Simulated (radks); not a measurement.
Values are calculated unless marked as measured or tabulated.
How relativity changes the ionisation of the niobium ion Nb+ ([Kr] 4d4) to Nb2+ ([Kr] 4d3). Spin-unpolarised spherical Kohn-Sham, LDA (Slater exchange, Perdew-Wang correlation), point nucleus unless stated (finite: rms radius 4.324 fm), a radial shooting solver on a logarithmic mesh with Libxc functionals. A level marked "c x" has the speed of light scaled by that factor and shares open shells by 2j + 1; other Dirac levels either fill j = l - 1/2 first or share by 2j + 1.

level                               E(Nb+) (hartree)  E(Nb2+) (hartree)  IE (eV)   HOMO  <r> HOMO (bohr)
non-rel.                                 -3750.93828        -3750.40629   14.476     4d            2.035
scalar-rel.                              -3815.29215        -3814.76759   14.274     4d            2.062
scalar-rel., finite nucleus              -3815.24381        -3814.71925   14.274     4d            2.062
Dirac, 2j+1 shares                       -3815.78978        -3815.26526   14.273  4d5/2            2.072
Dirac, low j first                       -3815.80456        -3815.27856   14.313  4d3/2            2.055
Dirac, 2j+1 shares, finite nucleus       -3815.74136        -3815.21684   14.273  4d5/2            2.072
Dirac, c x 0.85                          -3842.31016        -3841.78840   14.198  4d5/2            2.087
Dirac, c x 1.5                           -3779.05330        -3778.52467   14.385  4d5/2            2.051
Dirac, c x 3                             -3757.86618        -3757.33504   14.453  4d5/2            2.039

NIST Atomic Spectra Database: 14.320 eV (semi-empirical). The relativistic part of the total energy of Nb+ is -64.8 hartree (Dirac, 2j+1 shares, finite nucleus), 1.7 % of the non-relativistic value. Spin polarisation and multiplet splitting of open shells are left out at every level.

Beside tabulated values, note that relativity, absent from the non-relativistic runs, is large for the heavy elements, and spin-unpolarised runs miss the spin-polarisation part of the exchange energy of open shells.
